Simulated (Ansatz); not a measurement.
CaCl2, triplet, at a GFN2-xTB geometry of the parent state (such geometries of metal compounds can be far from the true shape) (a higher spin typed on purpose: for a closed-shell molecule this is an excited state); SVWN5/STO-3G (Ansatz, a program for electronic structure).

Ansatz was given this input:
Ansatz 0.2 input:
```yaml
crystal:
  periodic: [false, false, false]
  atoms:
    - {symbol: Ca, position_ang: [0.21041032, -0.79122363, 0.00034680]}
    - {symbol: Cl, position_ang: [1.53102219, 0.90477583, -1.61871510]}
    - {symbol: Cl, position_ang: [-1.77856375, 0.02607551, 1.61830710]}
basis:
  gaussian:
    orbitals: STO-3G
hamiltonian:
  xc: {name: SVWN5}
magnetization: {spin_polarized: true, initial_magnetization: 2}
```

Question: What does Ansatz print? Leave out banner, timings and long lists.

Answer: 
```
Functional definition: SVWN5
356 factors; integrals over basis functions are off by at most 2.2e-4 eV
mean field evaluation 1: about -42889.1883 eV, gradient 3.5e0 eV
mean field evaluation 2: about -42889.2578 eV, gradient 3.1e0 eV
mean field evaluation 4: about -42889.4009 eV, gradient 4.5e-1 eV
mean field evaluation 8: about -42889.2719 eV, gradient 2.7e0 eV
mean field evaluation 16: about -42889.4033 eV, gradient 9.2e-6 eV
mean field evaluation 32: about -42889.3207 eV, gradient 9.4e-3 eV
mean field evaluation 64: about -42889.3281 eV, gradient 6.6e-2 eV
mean field evaluation 96: about -42886.5611 eV, gradient 1.1e0 eV
mean field -42889.40331078 eV, -1576.1565001894 hartree, gradient 1.8e-7 eV, S^2 2.000318; 14 other end points of the search recorded, 0 dependent functions left out
reference -42889.40333583 eV, -1576.1565011102 hartree; 28, 26 occupied and 3, 5 virtual orbitals, 356 factors
Total energy: -42889.40333583 eV, -1576.1565011102 hartree
```
